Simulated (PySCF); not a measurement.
# Trend along the chalcogens: MMg anions

HF with double-zeta basis sets in PySCF, for the lowest determinant that a PBE0 search found; no spin–orbit coupling. De refers to high-spin ground-configuration atoms (the charge goes to the atom of lower measured ionisation energy or higher electron affinity, which is not always the lowest computed limit). A positive dipole points towards Mg; it is taken about the centre of mass and depends on that origin.

| M | basis | reference | charged atom | state (unpaired electrons) | Re (Å) | ωe (cm⁻¹) | De (eV) | μ (D) |
| --- | --- | --- | --- | --- | --- | --- | --- | --- |
| S | aug-cc-pVDZ/aug-cc-pV(D+d)Z | UHF | S− | doublet (σ ↑) | 2.220 | 506 | n/a | 3.12 |
| Se | aug-cc-pVDZ/aug-cc-pVDZ-PP | UHF | Se− | doublet (σ ↑) | 2.344 | 399 | n/a | 0.93 |
| Te | aug-cc-pVDZ/aug-cc-pVDZ-PP | UHF | Te− | doublet (σ ↑) | 2.565 | 333 | n/a | 0.15 |

The shortest bond is that of MgS⁻ (2.220 Å), the longest that of MgTe⁻ (2.565 Å).

Down a group the atoms grow and get heavier, so bonds lengthen and wavenumbers fall; this series shows no clear exception.

These are scalar-relativistic numbers at best; spin–orbit coupling would shift them, the dissociation energy most. Hartree–Fock leaves out correlation, which carries a large part of most bond energies and some tenths to 1 eV of ionisation energies. States were picked by a PBE0 search and need not be the measured ground states.
